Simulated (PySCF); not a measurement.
C4H10Mg (SMILES C[C](C)(C)[MgH]), singlet, geometry from GFN2-xTB (such geometries of metal compounds can be far from the true shape). Base run: CASSCF(2,4)/6-31G run with PySCF.

Input for PySCF:
```python
from pyscf import gto, scf, mcscf
import numpy

mol = gto.Mole()
mol.atom = '''
    Mg   -1.46347584    0.86186879   -0.62739759
    H    -3.02521198    1.04155450   -0.01029108
    C     0.28880360   -0.09813528   -0.00010516
    C    -0.11974603   -1.56413774    0.14868407
    C     1.59854924   -0.02681716   -0.78300319
    C     0.51998520    0.46447130    1.40271126
    H     0.63120411   -2.13213709    0.71105727
    H    -0.23665819   -2.04060733   -0.82891213
    H    -1.07353768   -1.64272535    0.68763900
    H     1.48571326   -0.45111182   -1.78123634
    H     1.94292612    1.00318673   -0.88331563
    H     2.38421786   -0.59378922   -0.26486891
    H     0.87864515    1.49711483    1.35719019
    H    -0.41459733    0.44914211    1.97965250
    H     1.26345679   -0.12533961    1.95213448
'''
mol.basis = '6-31g'
mol.verbose = 4
mol.build()

mf = scf.RHF(mol)
mf.kernel()
mc = mcscf.CASSCF(mf, 4, 2)
mc.fix_spin_(ss=0.0)
mc.kernel()
occ = numpy.linalg.eigvalsh(mc.fcisolver.make_rdm1(mc.ci, mc.ncas, mc.nelecas))[::-1]
ss = mc.fcisolver.spin_square(mc.ci, mc.ncas, mc.nelecas)[0]
print('natural occupations', occ.round(4), ' <S^2>', round(ss, 4))
```

Each row names what was changed in the base input (with any setting that the change needs).

```csv
change,ΔE vs base (kcal/mol),natural occupations,<S^2> of the state
base,0.000,1.96 0.04 0.00 0.00,0.00
correction = SC-NEVPT2,-246.0,1.96 0.04 0.00 0.00,0.00
start = MP2 natural orbitals,0.000,1.96 0.04 0.00 0.00,0.00
orbitals = fixed (CASCI); correction = SC-NEVPT2,-243.1,1.99 0.01 0.00 0.00,0.00
solver = newton,0.80,1.96 0.04 0.00 0.00,0.00
"active space = 2 electrons, 3 orbitals",0.80,1.96 0.04 0.00,0.00
state_average = 2 states,4.74,-,-
"active space = 8 electrons, 9 orbitals",-36.82,1.98 1.98 1.97 1.96 0.04 0.02 0.02 0.02 0.00,0.00
"active space = 4 electrons, 6 orbitals",-10.54,1.97 1.96 0.05 0.02 0.00 0.00,0.00
"active space = 6 electrons, 4 orbitals",1.61,2.00 2.00 1.97 0.03,0.00
conv_tol = 1e-5,0.80,1.96 0.04 0.00 0.00,0.00
```

Active orbitals are taken around the Fermi level unless the row says otherwise; CASSCF can end in different local minima, and two programs can end on different orbitals. State-averaged rows give the lowest state.
